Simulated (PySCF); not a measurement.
# CdSi and its ions

ROHF-MP2; basis Cd def2-SVPD with ECP28, Si def2-SVPD; scalar-relativistic core potentials; PySCF 2.14. Neutral (ROHF): triplet (π ↑↑), Re = 2.568 Å, ωe = 219 cm⁻¹, De = 0.66 eV.

CdSi⁻ (UHF): quartet (σ ↑, π ↑↑), Re = 2.723 Å, ωe = 163 cm⁻¹. The energies at the minima are -456.04383 hartree for CdSi and -456.08230 for CdSi⁻.

Problem. Work out the adiabatic electron affinity, without and with harmonic zero-point energies (1 hartree = 27.2114 eV, 1 eV = 8065.5 cm⁻¹), and the change of the bond length.

Solution. At MP2: 0.03847 hartree = 1.047 eV between the minima; the zero-point term (219.0 − 163.0)/2 cm⁻¹ = +0.003 eV makes it 1.050 eV. Re changes by +15.5 pm against the neutral. The electron enters a σ orbital, and the longer bond of the ion fits an antibonding orbital, or a change in how ionic the bond is.

Correlated steps freeze 5 core orbitals. UHF and ROHF references stand side by side, which adds small steps between rows. Correlated levels converge slowly with the basis: in double zeta they bind strong bonds too weakly, by up to about 1 eV, and carry superposition errors of some tenths. Spin–orbit coupling is left out. States were picked by a PBE0 search and need not be the measured ground states.

Neutral and ion stand on different kinds of reference determinant, which adds to the error of the difference.
